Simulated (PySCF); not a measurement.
# Dipole moment and polarisability of `C[AsH2+][AlH3-]`

CH8AlAs.
Cartesian coordinates in Å at the PBE0-D3(BJ)/def2-SVP level; atoms count from 1:
```
atom  x, y, z in Å
C1    -1.6765    0.5429    0.0327
As2   -0.2312   -0.6957   -0.3596
Al3    2.1214    0.1357    0.3332
H4    -2.6496    0.1439   -0.2797
H5    -1.4712    1.4862   -0.4911
H6    -1.6788    0.7345    1.1142
H7    -0.5194   -1.0267   -1.8064
H8    -0.7735   -1.9716    0.2437
H9     1.7523    0.3430    1.8818
H10    3.0155   -1.1237   -0.0851
H11    2.1164    1.4342   -0.6098
```

Level: B3LYP/def2-SVPD (PySCF), static field, nuclei fixed, core orbitals frozen in the response. The polarisability tensor in these axes (au):

```
x   95.66  0.96  3.57
y    0.96 77.46  2.81
z    3.57  2.81 73.50
```

Problem. What are the eigenvalues, a third of the trace, and Δα (Δα² = ½Σ(αi − αj)² over the three pairs)?

Solution. Principal values 71.72, 78.57 and 96.33 au; mean 82.21 au = 12.18 Å³ = 13.55 × 10⁻⁴⁰ C²·m²/J; Δα = 22.00 au (27 % of the mean).

Problem. What is the dipole moment, and where does it point?

Solution. (-4.40, -0.75, -0.92) D, 4.56 D in size, pointing from the negative to the positive side. Measured along this direction, the outermost atoms are H10 at the negative end and H4 at the positive end.

Problem. Molar refractivity from α?

Solution. Lorentz–Lorenz: R = (4π/3)N_A α = 2.5225 cm³/(mol·Å³) × 12.18 Å³ = 30.7 cm³/mol, in the limit of long wavelengths.

Problem. Sum over states: ᾱ = Σ f/ω², ω in Eh. What share falls to these 10 lowest TDDFT singlets (eV, f)? 5.97, 0.0005; 6.05, 0.0245; 6.42, 0.0005; 6.43, 0.0089; 6.49, 0.0069; 6.50, 0.0047; 6.73, 0.0824; 7.09, 0.1996; 7.09, 0.0500; 7.12, 0.0498.

Solution. They add up to 6.63 au, 8.1 % of the 82.21 au; the largest single term is 2.94 au, from the state at 7.09 eV. Terms in order: 0.01, 0.50, 0.01, 0.16, 0.12, 0.08, 1.35, 2.94, 0.74, 0.73 au. Higher excitations give the rest. The strengths listed sum to 0.428.

Problem. What would n − 1 = 2πNα be for an ideal gas of these molecules at 350 K and 1 atm, electronic part alone?

Solution. N = p/kT = 2.0968 × 10¹⁹ cm⁻³, so n − 1 = 2π × N × 12.18 × 10⁻²⁴ cm³ = 1605 × 10⁻⁶ at long wavelengths, for an ideal gas.

Isolated species at its PBE0-D3(BJ)/def2-SVP geometry, gas phase. The calculation is non-relativistic, for arsenic too.

The run behind these numbers computed excited states and ΔSCF ions as well. Hardware: an Arm Neoverse V2 with one thread, shared host. Cost: 44 s of wall time.
